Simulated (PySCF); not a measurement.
# Molecular orbitals of SiSb

PBE at R = 2.387 Å; basis Si aug-cc-pV(D+d)Z, Sb aug-cc-pVDZ-PP with ECP28; scalar-relativistic core potentials; PySCF 2.14. State: ²Π (doublet), unpaired electrons π ↑. Only the outer orbitals are listed, counted within each symmetry, core potentials removing the inner ones.

```json
{"spin": "α", "orbital": "7σ", "occ.": "1", "ε (eV)": "-14.17", "on Si (%)": "38", "main shells (%)": "62 Sb s, 29 Si s"}
{"spin": "α", "orbital": "8σ", "occ.": "1", "ε (eV)": "-10.15", "on Si (%)": "66", "main shells (%)": "66 Si s, 26 Sb s"}
{"spin": "α", "orbital": "4π", "occ.": "1", "ε (eV)": "-6.16", "on Si (%)": "35", "main shells (%)": "64 Sb p, 32 Si p"}
{"spin": "α", "orbital": "9σ", "occ.": "1", "ε (eV)": "-5.68", "on Si (%)": "53", "main shells (%)": "43 Sb p, 42 Si p, 10 Si s"}
{"spin": "α", "orbital": "4π", "occ.": "1", "ε (eV)": "-5.54", "on Si (%)": "37", "main shells (%)": "62 Sb p, 35 Si p"}
{"spin": "α", "orbital": "5π", "occ.": "0", "ε (eV)": "-3.46", "on Si (%)": "65", "main shells (%)": "66 Si p, 34 Sb p"}
{"spin": "α", "orbital": "5π", "occ.": "0", "ε (eV)": "-2.96", "on Si (%)": "63", "main shells (%)": "63 Si p, 35 Sb p"}
{"spin": "α", "orbital": "10σ", "occ.": "0", "ε (eV)": "-0.49", "on Si (%)": "59", "main shells (%)": "74 Si p, 69 Sb p"}
{"spin": "β", "orbital": "7σ", "occ.": "1", "ε (eV)": "-13.72", "on Si (%)": "41", "main shells (%)": "60 Sb s, 31 Si s, 8 Si p"}
{"spin": "β", "orbital": "8σ", "occ.": "1", "ε (eV)": "-9.84", "on Si (%)": "65", "main shells (%)": "64 Si s, 26 Sb s, 9 Sb p"}
{"spin": "β", "orbital": "9σ", "occ.": "1", "ε (eV)": "-5.52", "on Si (%)": "53", "main shells (%)": "45 Si p, 42 Sb p"}
{"spin": "β", "orbital": "4π", "occ.": "1", "ε (eV)": "-5.33", "on Si (%)": "41", "main shells (%)": "59 Sb p, 39 Si p"}
{"spin": "β", "orbital": "4π", "occ.": "0", "ε (eV)": "-5.22", "on Si (%)": "39", "main shells (%)": "60 Sb p, 37 Si p"}
{"spin": "β", "orbital": "5π", "occ.": "0", "ε (eV)": "-2.85", "on Si (%)": "60", "main shells (%)": "59 Si p, 38 Sb p"}
{"spin": "β", "orbital": "5π", "occ.": "0", "ε (eV)": "-2.76", "on Si (%)": "62", "main shells (%)": "60 Si p, 35 Sb p"}
```

Task: Which are the highest filled and the lowest empty level, where do they sit, and how wide is the gap?

Result: Highest filled β 4π at -5.33 eV (in %: 59 Sb p, 39 Si p); lowest empty β 4π at -5.22 eV (in %: 60 Sb p, 37 Si p); the gap at PBE is 0.11 eV. Both belong to one degenerate shell, split only by its one-sided filling, so this is no excitation gap.

| Item | Value |
| --- | --- |
| bond order (Mayer) | 2.27 |
| ⟨S²⟩ | 0.753 |
| charge on Si (Mulliken, basis-dependent) | -0.26 |
| charge on Si (Löwdin, basis-dependent) | -0.09 |
| dipole moment (positive dipole means Si(−)Sb(+)) | 0.24 D |
| polarisability along the bond | 127.2 bohr³ |
| polarisability across the bond | 76.3 bohr³ |

Spin–orbit coupling is left out. The state is the lowest determinant that a PBE0 search found; another state may lie lower at other levels.
